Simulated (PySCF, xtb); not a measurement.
BeH4Si, SMILES [BeH][SiH3].

GFN2-xTB in xtb 6.7.1 at its own geometry gives an orbital gap of 3.35 eV and a dipole moment of 1.89 D.

Geometry optimised at B3LYP-D3(BJ)/def2-TZVP.

**Question.** What does PBE/def2-TZVPD in PySCF give? (The exact figures need the calculation; the answer reports its results.)

**Answer.** gap 4.53 eV (levels -6.76 and -2.23 eV), dipole 0.28 D.
